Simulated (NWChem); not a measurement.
C₂H₃B; SMILES C(B)#C

Computed with NWChem. Structure relaxed at the PBE0/def2-SVP level. Ions are spin-unrestricted doublets at the neutral geometry; other ion states weren't tried. Functional: LC-ωPBE (HJS hole) with def2-SVP; rows give the range parameter ω in 1/bohr.

```
range parameter (1/bohr)  vertical ionisation energy, ΔSCF (eV)  −ε(HOMO) (eV)  ΔSCF minus −ε(HOMO) (eV)
------------------------  -------------------------------------  -------------  ------------------------
0.10                                                      10.34           8.24                      2.10
0.30                                                          …              …                         …
0.35                                                      10.65          10.53                      0.12
0.50                                                      10.70          11.15                     -0.45
0.80                                                      10.66          11.63                     -0.97
```

Q: Complete the blanks.

A: 
- 0.30, vertical ionisation energy, ΔSCF (eV): 10.61
- 0.30, −ε(HOMO) (eV): 10.22
- 0.30, ΔSCF minus −ε(HOMO) (eV): 0.39
